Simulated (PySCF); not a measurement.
Precursor series Mo F-NH2. All species are isolated molecules in the gas phase. One relaxed conformer stands for each flexible species; it need not be the lowest.

Calculation: B3LYP-D3(BJ)/def2-TZVP // BP86-D3(BJ)/def2-SVP in PySCF. All candidates: neutral, multiplicity 1. B3LYP has the VWN-RPA correlation part, as in Gaussian. 

```json
{
 "HOMO–LUMO gap": "3.73 eV",
 "HOMO": "-6.29 eV",
 "LUMO": "-2.56 eV"
}
```

Question: Name which member has these values.
A. [Mo(F)3(NH2)3]
B. [Mo(F)6]
C. [Mo(F)(NH2)5]
D. [Mo(F)5(NH2)]

Answer: C, [Mo(F)(NH2)5]. The others give [Mo(F)5(NH2)]: 3.94 eV, -9.35 eV, -5.41 eV; [Mo(F)6]: 6.27 eV, -12.51 eV, -6.24 eV; [Mo(F)3(NH2)3]: 4.38 eV, -7.79 eV, -3.40 eV
